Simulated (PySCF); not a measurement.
# Excitation energy of Tm by level of theory

Tm [Xe] 4f13 6s2 (2F) → Tm [Xe] 4f13 6s1 6p1 (high-spin determinant), as a difference of total energies. All numbers are calculated (PySCF 2.14, scalar relativity by spin-free X2C-1e, in ANO-RCC-VTZP). Correlated levels: valence: [Kr] 4d10 frozen; valence and next inner shell: [Ar] 3d10 frozen. The calculations carry no spin-orbit coupling.

```csv
method,excitation energy (cm⁻¹)
UHF,10881
LDA,18173
PBE,17908
PBE0,15825
r2SCAN,14847
MP2 (valence),18065
SCS-MP2 (valence),18150
MP2 (valence and next inner shell),18006
SCS-MP2 (valence and next inner shell),18091
```

A first-order spin-orbit estimate (lowest level to lowest level, LS coupling) adds 0.079 eV.

The basis was made for the ground configuration and has no added diffuse functions, so the excitation energy can come out too high.

The determinant of the upper state mixes LS terms, which raises its energy above the lowest term, most at the Hartree-Fock and MP2 levels.
